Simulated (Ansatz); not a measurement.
System: sum formula Si$_{2}$NH$_{6}$, charge -1, multiplicity 1. It need not be the lowest isomer of its formula. Whether it binds its extra electron was not tested at this geometry. SMILES: [SiH3][N-][SiH3]
Geometry: optimised at B3LYP-D3(BJ)/def2-TZVP (Ansatz, an electronic-structure program).

Parts of the frozen-core correlation energy in aug-cc-pV(T+d)Z (Ansatz, hartree). Frozen orbitals: 11; correlated occupied orbitals by spin: 10 and 10; virtual: 273 and 273. No spin-orbit coupling. No relativistic terms.

| term | value |
|---|---|
| reference (HF) | -635.90702 |
| MP2 opposite-spin | -0.39800 |
| MP2 same-spin | … |
| CCSD correlation | … |
| (T) | … |
| T1 diagnostic | 0.013 |
| largest doubles amplitude | 0.018 |

Problem. Complete the blanks.

Solution. 
- MP2 same-spin, value: -0.09659
- CCSD correlation, value: -0.53521
- (T), value: -0.02150
